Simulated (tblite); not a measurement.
C6H10AsN.
Cartesian coordinates in Å at the GFN2-xTB level; atoms count from 1:
```
atom  x, y, z in Å
N1    -3.6825    0.9679   -0.2413
C2    -2.8790    0.3094    0.2369
C3    -1.8340   -0.4851    0.8286
C4    -0.4667    0.1798    0.6209
C5    -0.1256    0.3472   -0.8606
C6     1.3853    0.4967   -0.9801
C7     2.0087   -0.7048   -0.2797
As8    1.0257   -0.9172    1.4305
H9    -2.0444   -0.5952    1.8990
H10   -1.8459   -1.4806    0.3694
H11   -0.4819    1.1627    1.1042
H12   -0.4380   -0.5458   -1.4122
H13   -0.6488    1.2043   -1.2905
H14    1.6958    1.4194   -0.4819
H15    1.6944    0.5560   -2.0258
H16    3.0816   -0.5839   -0.1212
H17    1.8636   -1.6068   -0.8827
H18    1.6829    0.2823    2.0748
```

Method: GFN2-xTB as coded in tblite; computed harmonic values from a numerical Hessian at the method's own geometry, unscaled. Against measured fundamentals such values can be off by several per cent, at times by over 20. Modes of hydrogen on arsenic can be 10 to 20 % off. One conformer, not necessarily the lowest.

Harmonic wavenumbers (cm⁻¹): 58.4, 79.0, 115.7, 202.1, 260.7, 331.8, 364.6, 390.6, 464.2, 491.3, 564.1, 656.3, 675.1, 739.8, 822.7, 849.0, 911.5, 933.6, 973.6, 990.2, 1024.3, 1064.4, 1073.6, 1105.6, 1122.3, 1150.8, 1199.2, 1225.5, 1250.9, 1266.1, 1294.0, 1322.2, 1339.1, 1420.0, 1455.8, 1486.3, 1495.4, 1868.4, 2407.4, 2910.7, 2918.0, 2924.8, 2929.6, 2938.2, 2954.0, 2964.1, 2971.4, 2978.5.

A = 2717, B = 869.6, C = 691.3 MHz; mass 171.003 u (most abundant isotopes); point group C1, symmetry number 1.

Question: Zero-point energy?

Answer: ½Σν̃ = 31467 cm⁻¹ = 89.97 kcal/mol.

Question: What is S at 400 K and 1 bar for an ideal gas of classical rigid rotors and harmonic oscillators?

Answer: Translation 42.80, rotation 30.54, vibration 32.33: S = 105.7 cal/(mol K).

Question: And Cp and H(400 K) − H(0)?

Answer: Cp = 44.42 cal/(mol K), of which vibrations give 36.47 (their classical limit is 48 R = 95.4); H(400 K) − H(0) = 10.15 kcal/mol without the zero-point energy, 6.97 from vibrations.

Question: Which modes carry the vibrational entropy at 400 K?

Answer: 58.4 cm⁻¹: 5.09; 79.0 cm⁻¹: 4.49; 115.7 cm⁻¹: 3.74; 202.1 cm⁻¹: 2.66; 260.7 cm⁻¹: 2.19; 331.8 cm⁻¹: 1.75 cal/(mol K); the other 42 give 12.40 together.

Question: How do the functions run with temperature in this model?

Answer: 
| T (K) | S (cal/(mol K)) | Cp (cal/(mol K)) | H − H(0) (kcal/mol) | G − H(0) (kcal/mol) | ln q(vib) |
| --- | --- | --- | --- | --- | --- |
| 150 | 76.0 | 20.3 | 2.09 | -9.31 | 2.25 |
| 250 | 88.5 | 29.6 | 4.58 | -17.55 | 4.29 |
| 298.15 | 94.1 | 34.5 | 6.12 | -21.95 | 5.31 |
| 600 | 126.8 | 59.8 | 20.66 | -55.41 | 11.94 |
| 900 | 154.0 | 74.4 | 40.98 | -97.66 | 18.45 |

q(vib) and H(0) count from the zero-point level.

Hindered rotation and anharmonicity are outside this model. Other conformers, if any are populated, would add a mixing term that is left out. The structure is chiral; the term R ln 2 for an equal mix with its mirror image is left out.

On Arm Neoverse V2, one thread, no GPU, shared host, this took 0.54 s. This covers the Hessian and the dipole derivatives.
